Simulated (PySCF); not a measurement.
S₄.

```xyz
4

S      1.0381    -1.0381    -0.3134
S      1.0381     1.0381     0.3134
S     -1.0381     1.0381    -0.3134
S     -1.0381    -1.0381     0.3134
```

The structure is a stationary point at B3LYP-D3(BJ)/def2-SVP.

Method: PySCF with PBE/pcSseg-2. Non-relativistic, no solvent.

Computed absolute GIAO shielding of each atom: isotropic value and principal components (ppm):
| atom | σ(iso) | σ11 | σ22 | σ33 | span |
|---|---|---|---|---|---|
| S1 | -115.4 | -983.9 | -192.4 | 829.9 | 1813.8 |
| S2 | -115.4 | -983.9 | -192.4 | 829.9 | 1813.8 |
| S3 | -115.4 | -983.9 | -192.4 | 829.9 | 1813.8 |
| S4 | -115.4 | -983.9 | -192.4 | 829.9 | 1813.8 |
